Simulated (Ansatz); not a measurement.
Complex (SMILES): Cl (HCl) with N#N (N2), atoms 1 to 2 the first; geometry from B3LYP-D3(BJ)/def2-TZVP, monomers rigid:
```xyz
4

Cl     1.0940     0.2553     0.1057
H     -0.1754     0.0770     0.1766
N     -3.5503    -0.4010     0.3596
N     -2.4723    -0.2486     0.3008
```

Interaction energy at HF with Ansatz (an electronic-structure program), kcal/mol, without and with the counterpoise correction (monomers among the partner's ghost functions). Cartesian d functions, on some or all atoms, in 6-311G**; all else is spherical. No added dispersion term, no relativity. Reference, counterpoise-corrected: the value in aug-pcseg-3, 0.00.

```csv
basis,functions,uncorrected,counterpoise,counterpoise correction,mean of both
3-21G,33,-2.33,-0.98,1.34,-1.65
6-311G**,69,-0.53,-0.30,0.22,-0.42
def2-SVPD,75,-0.71,-0.14,0.57,-0.42
pcseg-2,108,-0.16,-0.05,0.11,-0.11
cc-pV(T+d)Z,113,-0.16,-0.05,0.11,-0.10
cc-pV(Q+d)Z,204,-0.09,-0.03,0.07,-0.06
pcseg-3,217,-0.07,-0.01,0.07,-0.04
cc-pV(5+d)Z,337,-0.06,-0.01,0.05,-0.03
```

The corrected value lies nearer the reference in 8 of 8 rows.
